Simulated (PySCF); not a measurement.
First SCF of a structure search on singlet Ta₃⁺, at a hand-made linear chain geometry. PySCF input:

```python
from pyscf import gto, scf, dft
mol = gto.M(atom='''
Ta     0.000000     0.000000     0.000000
Ta     0.000000     0.000000     2.774000
Ta     0.000000     0.000000    -2.774000''',
    basis={'Ta': 'def2-TZVP'},
    ecp={'Ta': 'def2-TZVP'},
    charge=1, spin=0)
mf = dft.RKS(mol, xc='PBE0')
mf.grids.atom_grid = (50, 194)
aux = {'Ta': 'def2-universal-JKFIT'}
mf = mf.density_fit(auxbasis=aux)
mf.conv_tol = 1e-08
mf.diis_space = 10
mf.max_cycle = 60
mf.init_guess = 'minao'
mf.verbose = 4
mf.kernel()
```

Excerpt of the output (cycles and frontier levels):

```
init E= -115.484431651095
  HOMO = -0.576309613563063  LUMO = -0.551993327588729  gap/eV = 0.66168
cycle= 1 E= -165.632166278392  delta_E= -50.1  |g|= 3.98  |ddm|= 8.42
  HOMO = -0.516095690376607  LUMO = -0.498560086110305  gap/eV = 0.47717
cycle= 2 E= -131.668288354897  delta_E=   34  |g|= 6.22  |ddm|= 7.28
  HOMO = -0.316420967863416  LUMO = -0.227374214695477  gap/eV = 2.42309
cycle= 3 E= -163.565137077782  delta_E= -31.9  |g|= 4.35  |ddm|= 7.35
  HOMO = -0.328291737497487  LUMO = -0.23497223095587  gap/eV = 2.53935
cycle= 4 E= -163.885813939605  delta_E= -0.321  |g|= 4.28  |ddm|= 0.252
  HOMO = -0.37869955113699  LUMO = -0.281250432796891  gap/eV = 2.65173
cycle= 5 E= -161.456000150411  delta_E= 2.43  |g|= 4.96  |ddm|= 1.21
  HOMO = -0.402993734582856  LUMO = -0.301909143835533  gap/eV = 2.75065
cycle= 6 E= -159.760399976895  delta_E=  1.7  |g|= 5.48  |ddm|= 1.04
  HOMO = -0.424171404474013  LUMO = -0.32237609004286  gap/eV = 2.76999
... 24 lines left out ...
cycle= 19 E= -170.223253573836  delta_E= -3.45e-07  |g|= 0.000714  |ddm|= 0.00537
  HOMO = -0.309849554673492  LUMO = -0.283830165544466  gap/eV = 0.70802
cycle= 20 E= -170.22325376633  delta_E= -1.92e-07  |g|= 0.000197  |ddm|= 0.00143
  HOMO = -0.309839688474363  LUMO = -0.283816876160937  gap/eV = 0.70812
cycle= 21 E= -170.223253791347  delta_E= -2.5e-08  |g|= 9.27e-05  |ddm|= 0.00127
  HOMO = -0.309836498295458  LUMO = -0.283812933681893  gap/eV = 0.70814
cycle= 22 E= -170.223253793773  delta_E= -2.43e-09  |g|= 2.73e-05  |ddm|= 0.00035
  HOMO = -0.309838387953484  LUMO = -0.283816567989164  gap/eV = 0.70809
Extra cycle  E= -170.223253731024  delta_E= 6.27e-08  |g|= 0.000529  |ddm|= 0.000252
converged SCF energy = -170.223253731024
```

This is not the lowest solution: another start and a stability analysis within the same restricted form found one 169.9 kJ/mol lower, at -170.28795 Eh.

Stability towards spin polarisation was not tested. With an element this heavy the missing spin–orbit coupling can shift these numbers.

The search for the lowest solution, 3 starts and the stability check together, took 81 s on 2 threads of a shared Arm Neoverse N1 host, with 120 basis functions; the process peaked at 0.52 GiB.
